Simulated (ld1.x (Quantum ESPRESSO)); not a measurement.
**Te (Z = 52) TM: all-electron and pseudo phase curves**

- Element: Te (Z = 52)
- Generator: ld1.x (Quantum ESPRESSO) 7.5
- Type: norm-conserving Troullier–Martins (Kleinman–Bylander form)
- Functional: PW91
- Relativity: non-relativistic
- Frozen core: [Kr] 4d10
- Valence charge: 6
- Reference configuration: 5s1 5p5
- Partial waves: 5s (bound): rc 1.45 bohr; 5p (bound): rc 1.80 bohr; 5d channel at 0.4 Ry: rc 1.50 bohr
- Local potential: all-electron potential smoothed inside 1.25 bohr (lloc = -1)
- Core correction: none

The phase is arctan(r·u′/u) with u = r·R(r), unwrapped; energies in Ry, scanned from -3 to 5 Ry. A pole is an energy at which the radial function vanishes at the test radius. The pseudo phase is shifted by a multiple of π to meet the all-electron one at the reference energy, and phase errors are pseudo minus all-electron; the curves can meet again beyond the range given. Levels narrower than the energy grid can be missing from the lists of poles.

```json
{"channel": "s", "radius (bohr)": "1.95", "reference energy (Ry)": "-1.08", "poles, all-electron": "3.42", "poles, pseudo": "2.88", "unbroken range about the reference energy with phases within 0.05 rad": "below 3.8", "phase error 1 Ry above the reference energy (rad)": "-0.005"}
{"channel": "p", "radius (bohr)": "1.95", "reference energy (Ry)": "-0.48", "poles, all-electron": "none", "poles, pseudo": "-2.88, 4.83", "unbroken range about the reference energy with phases within 0.05 rad": "above -2.5", "phase error 1 Ry above the reference energy (rad)": "+0.007"}
{"channel": "d", "radius (bohr)": "1.95", "reference energy (Ry)": "0.40", "poles, all-electron": "none", "poles, pseudo": "1.54", "unbroken range about the reference energy with phases within 0.05 rad": "-1.7 to 0.9", "phase error 1 Ry above the reference energy (rad)": "-1.605"}
```

Note: ghost states, extra bound levels that the all-electron valence spectrum of the same l lacks: s at -133.9 eV, d at -99.4 eV, p at -39.7 eV. A true bound ghost makes a file unfit for plane-wave use.

Phases in the d channel:

```
E (Ry)  all-electron  pseudo
 -3.00         1.554   1.333
 -2.76         1.472   1.325
 -2.52         1.425   1.317
 -2.28         1.393   1.309
 -2.04         1.367   1.300
 -1.80         1.345   1.290
 -1.56         1.325   1.279
 -1.32         1.305   1.268
 -1.08         1.285   1.255
 -0.84         1.264   1.240
 -0.60         1.242   1.224
 -0.36         1.218   1.205
 -0.12         1.190   1.183
  0.12         1.159   1.156
  0.36         1.122   1.122
  0.60         1.078   1.076
  0.84         1.026   1.003
  1.08         0.961   0.850
  1.32         0.878   0.088
  1.56         0.772  -1.621
  1.80         0.632  -1.899
  2.04         0.450  -2.019
  2.28         0.217  -2.111
  2.52        -0.055  -2.201
  2.76        -0.333  -2.301
  3.00        -0.580  -2.419
  3.24        -0.777  -2.562
  3.48        -0.929  -2.735
  3.72        -1.044  -2.939
  3.96        -1.132  -3.165
  4.20        -1.202  -3.394
  4.44        -1.257  -3.604
  4.68        -1.302  -3.784
  4.92        -1.340  -3.930
```
